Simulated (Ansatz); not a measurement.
A made-up structure of ZnAlH2, doublet:

| atom | x (Å) | y (Å) | z (Å) |
| --- | --- | --- | --- |
| Al1 | -0.2816 | 0.2622 | 0.0519 |
| Zn2 | 2.0412 | -0.6561 | 0.9893 |
| H3 | 3.3083 | -1.5032 | 1.1226 |
| H4 | -0.2084 | 1.0785 | -1.3225 |

It is relaxed with PBE-D4/def2-SVP and then PBE0-D4/def2-TZVP (Ansatz 0.2.0). Atoms count as bonded within 1.22 times the sum of their covalent radii (H–H: 0.88 Å). The end point is not checked to be a true minimum.

**Question.** Does its bonding change? (Judge from chemistry; the calculation decides.)

**Answer.** The calculation gives: No: no bond forms or breaks.

Where it ends: The first stage lowers the energy by 0.15 eV in 6 steps. It ends as ZnAlH₂ ([AlH][ZnH]):
```
4
angstrom
Al -0.1316 0.2935 0.0570
Zn 2.0438 -0.7601 0.7471
H 3.3104 -1.4788 1.3360
H -0.3632 1.1268 -1.2990
```

Labels in which every atom is bracketed show which atoms are joined, not bond orders.

For scale, one of the runs: PBE0-D4/def2-TZVP relaxation, 97 basis functions, launched by `ansatz run in.yaml --threads 2 --pin off --events-out ev --progress --plain --max-ram 4352MiB`. Hardware: 2 CPU threads of an Arm Neoverse V1, shared host. Wall time about 12 s.
